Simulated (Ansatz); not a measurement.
## Reading a saddle point

A first-order saddle point of CH7BrGe, singlet, PBE0-D4/def2-TZVP, with one imaginary mode of 466i cm⁻¹:

```
10
angstrom
Ge -0.6333 0.9300 -0.2934
C 0.2918 -0.8528 0.7131
H -1.4930 0.5300 -1.4800
H -1.5226 0.9997 0.9782
H 0.3055 2.1240 -0.3094
H 0.6615 -0.4572 -0.3945
Br 1.4235 -0.0100 -2.1731
H 1.0672 -1.6110 0.5479
H -0.6625 -1.3666 0.8094
H 0.5617 -0.2862 1.6017
```

Computed with Ansatz 0.2.0 (basis: def2-TZVPP and def2-QZVPP); correlated methods freeze the cores. Filled d shells of the heavier atoms are correlated. The def2 sets are not built for correlating such inner shells, so the correlated values are less sure here. Extrapolation: Hartree–Fock as exp(−7.88 √X), correlation as X^−2.97.

(1) Which contacts change along the imaginary mode, and what lies on either side? (Judge from chemistry; the calculation decides.)

(2) Which side is lower, and how far does the saddle lie above each? (To be estimated.)

T1 diagnostic: at most 0.010.

## Answers

(1) The calculation gives: The step is CH₆Ge ([CH3][GeH3]) + HBr → GeH₃Br ([GeH3][Br]) + CH₄, with the molecules in contact on both sides. Shortening one way: Ge1–Br7, C2–H6; lengthening the same way: Ge1–C2, H6–Br7.
```tsv
pair	one side (Å)	saddle (Å)	other side (Å)
Ge1–Br7	4.33	2.94	2.31
C2–H6	3.26	1.23	1.09
Ge1–C2	1.95	2.25	4.30
H6–Br7	1.43	1.99	3.23
```

(2) The calculation gives: The side with Ge1–Br7, C2–H6 short is lower by 92.8 kJ/mol; the saddle lies 262.5 kJ/mol above it and 169.7 kJ/mol above the other (CCSD(T) at an estimated basis limit (MP2 extrapolated from triple and quadruple zeta, plus CCSD(T) − MP2 in triple zeta); electronic energies).

Labels in which every atom is bracketed show which atoms are joined, not bond orders.

For scale, one of the runs: CCSD(T)/def2-TZVPP, 225 basis functions, launched by `ansatz run in.yaml --threads 8 --pin off --events-out ev --progress --plain --max-ram 19148MiB`. Time: 110 s of wall clock on 8 CPU threads of an Arm Neoverse V1; the host was shared. Peak host memory: 3.8 GiB.
